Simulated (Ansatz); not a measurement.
[Dy(H2O)6]3+ (DyO₆H₁₂³⁺): single points at one geometry.

```yaml
crystal:
  periodic: [false, false, false]
  atoms:
    - {symbol: Dy, position_ang: [0.001527, -0.000499, 0.001828]}
    - {symbol: O, position_ang: [0.147644, 0.206788, 2.313517]}
    - {symbol: H, position_ang: [0.127316, 1.031562, 2.854759]}
    - {symbol: H, position_ang: [0.245727, -0.514269, 2.979978]}
    - {symbol: O, position_ang: [-0.149659, -0.204702, -2.310162]}
    - {symbol: H, position_ang: [-0.246562, 0.517831, -2.975718]}
    - {symbol: H, position_ang: [-0.133853, -1.028918, -2.853248]}
    - {symbol: O, position_ang: [2.313684, 0.148881, -0.200037]}
    - {symbol: H, position_ang: [2.978649, 0.249542, 0.522379]}
    - {symbol: H, position_ang: [2.856878, 0.127154, -1.023464]}
    - {symbol: O, position_ang: [-2.311333, -0.149946, 0.194465]}
    - {symbol: H, position_ang: [-2.858643, -0.132612, 1.015721]}
    - {symbol: H, position_ang: [-2.972648, -0.247458, -0.531485]}
    - {symbol: O, position_ang: [-0.197947, 2.311509, -0.155146]}
    - {symbol: H, position_ang: [-1.020933, 2.856087, -0.139467]}
    - {symbol: H, position_ang: [0.525831, 2.975011, -0.254031]}
    - {symbol: O, position_ang: [0.198645, -2.312567, 0.158943]}
    - {symbol: H, position_ang: [-0.525577, -2.975798, 0.257556]}
    - {symbol: H, position_ang: [1.021254, -2.857597, 0.143602]}
basis:
  gaussian: {orbitals: def2-TZVP, initial_orbitals: start.molden}
total_charge: 3
magnetization: {spin_polarized: true, initial_magnetization: 5}
hamiltonian: {xc: r2scan, dispersion: d4}
scf: {omitted_lower_state_checks: [starts]}
output: {orbitals: {seedname: orbitals}}
```

The file start.molden holds the orbitals of an earlier run on this structure, at another level or in another basis.

```sh
$ ansatz run in.yaml --threads 4 --pin off --events-out ev --progress --plain --max-ram 9574MiB
```

Shortened log:

```
Functional definition: r2SCAN
basis functions trapped inside cores are left out: 1
2270 factors; their error is unknown
mean field evaluation 1: about -36516.1543 eV, gradient 9.8e0 eV
mean field evaluation 2: about -36516.2970 eV, gradient 2.1e-1 eV
mean field evaluation 4: about -36516.2579 eV, gradient 1.1e-2 eV
mean field evaluation 8: about -36516.2579 eV, gradient 2.7e-5 eV
mean field evaluation 16: about -36516.2579 eV, gradient 4.8e-5 eV
mean field -36516.25792248 eV, -1341.9477270425 hartree, gradient 2.0e-6 eV, S^2 8.757370; 0 other end points of the search recorded, 0 dependent functions left out
reference -36516.25794546 eV, -1341.9477278870 hartree; 50, 45 occupied and 300, 305 virtual orbitals, 2270 factors
Total energy: -36516.33385407 eV, -1341.9505174771 hartree
Checks for a lower state left out: starts
```

Hardware: 4 threads of Intel Xeon on a shared host. Wall time 90 s, peak host memory 2 GiB.

The first input with `gaussian: {orbitals: def2-SVP, initial_orbitals: start.molden}`, `hamiltonian: {xc: pbe}`, `correlation: {method: rpa}` and without the key `output` (abridged; 60 s):

```
Functional definition: PBE
basis functions trapped inside cores are left out: 1
mean field evaluation 16: about -36502.1865 eV, gradient 1.3e-7 eV
mean field -36502.18653355 eV, -1341.4306130371 hartree, gradient 4.9e-8 eV, S^2 8.754517
10 core orbitals not correlated: weight in the atoms' cores, before any rotation towards them, 1.000 or more for the frozen orbitals, at most 0.000 for the correlated occupied ones
Total energy: -36458.34154117 eV, -1339.8193392864 hartree
Checks for a lower state left out: starts
```

First input, but with `hamiltonian: {xc: {name: BLYP}, dispersion: d4}` (abridged; 47 s):

```
Functional definition: BLYP
basis functions trapped inside cores are left out: 1
mean field -36525.89849691 eV, -1342.3020116184 hartree, gradient 9.1e-6 eV, S^2 8.754647
Total energy: -36526.43874597 eV, -1342.3218654052 hartree
Checks for a lower state left out: starts
```

The first input with `hamiltonian: {xc: pbe, dispersion: d4}`, `output: {forces: true, orbitals: {seedname: orbitals}}` (abridged; 48 s):

```
Functional definition: PBE
basis functions trapped inside cores are left out: 1
mean field evaluation 16: about -36517.7846 eV, gradient 5.7e-6 eV
mean field -36517.78457145 eV, -1342.0038303572 hartree, gradient 5.7e-6 eV, S^2 8.754814
Total energy: -36518.05199191 eV, -1342.0136578781 hartree
Atom 0 force    -0.000469     0.000502    -0.001428 eV/Å
Atom 1 force     0.021495     0.026035     0.325875 eV/Å
Atom 2 force    -0.001380    -0.104580    -0.115068 eV/Å
Atom 3 force    -0.013914     0.083164    -0.124996 eV/Å
Atom 4 force    -0.024847    -0.031255    -0.350498 eV/Å
Atom 5 force     0.016034    -0.093499     0.136582 eV/Å
Atom 6 force     0.003064     0.119737     0.127983 eV/Å
Atom 7 force     0.332995     0.022534    -0.016930 eV/Å
Atom 8 force    -0.132322    -0.015266    -0.090413 eV/Å
Atom 9 force    -0.115128    -0.001415     0.103125 eV/Å
Atom 10 force    -0.338634    -0.023205     0.034896 eV/Å
Atom 11 force     0.124875     0.002674    -0.116116 eV/Å
Atom 12 force     0.127115     0.014191     0.086953 eV/Å
Atom 13 force    -0.031487     0.335417    -0.023306 eV/Å
Atom 14 force     0.113215    -0.122628     0.002445 eV/Å
Atom 15 force    -0.086031    -0.127408     0.014463 eV/Å
Atom 16 force     0.026152    -0.336740     0.023844 eV/Å
Atom 17 force     0.089370     0.131350    -0.014933 eV/Å
Atom 18 force    -0.110104     0.120393    -0.002479 eV/Å
Dipole moment:    -0.001383     0.000033    -0.001788 e Å
Checks for a lower state left out: starts
```

First input, but with `gaussian: {orbitals: def2-SVP, initial_orbitals: start.molden}`, `correlation: {method: mp2}` and without the key `hamiltonian` (abridged; 61 s):

```
Functional definition: HF
basis functions trapped inside cores are left out: 1
mean field evaluation 16: about -36380.1402 eV, gradient 1.8e0 eV
mean field evaluation 32: about -36380.1534 eV, gradient 2.1e-6 eV
mean field -36380.15341027 eV, -1336.9459784736 hartree, gradient 2.2e-6 eV, S^2 8.757116
10 core orbitals not correlated: weight in the atoms' cores, before any rotation towards them, 1.000 or more for the frozen orbitals, at most 0.000 for the correlated occupied ones
second order -56.95221841 eV of doubles, -0.00000000 eV of singles
Total energy: -36437.10562868 eV, -1339.0389338966 hartree
Checks for a lower state left out: starts
```

As the first input, with `gaussian: {orbitals: def2-SVP, initial_orbitals: start.molden}`, `hamiltonian: {xc: pbe0, dispersion: d4}` (abridged; 80 s):

```
Functional definition: PBE0
basis functions trapped inside cores are left out: 1
mean field evaluation 16: about -36498.0002 eV, gradient 6.0e-5 eV
mean field -36498.00021531 eV, -1341.2767686795 hartree, gradient 1.9e-6 eV, S^2 8.754967
Total energy: -36498.23402697 eV, -1341.2853610997 hartree
Checks for a lower state left out: starts
```

As the first input, with `gaussian: {orbitals: def2-SVP, initial_orbitals: start.molden}`, `hamiltonian: {xc: pbe, dispersion: d4}` (abridged; 30 s):

```
Functional definition: PBE
basis functions trapped inside cores are left out: 1
mean field evaluation 16: about -36502.1865 eV, gradient 2.2e-6 eV
mean field -36502.18654636 eV, -1341.4306135080 hartree, gradient 2.3e-6 eV, S^2 8.754517
Total energy: -36502.45399733 eV, -1341.4404421499 hartree
Checks for a lower state left out: starts
```

Geometry: PBE-D4/def2-SVP.

In the def2 sets Dy takes a core potential; there is no spin–orbit coupling. Correlated methods freeze 10 core orbitals; core or outer-core shells of Dy are correlated, in sets that lack core-valence functions. With an open 4f shell the SCF may have ended on a state above the lowest.
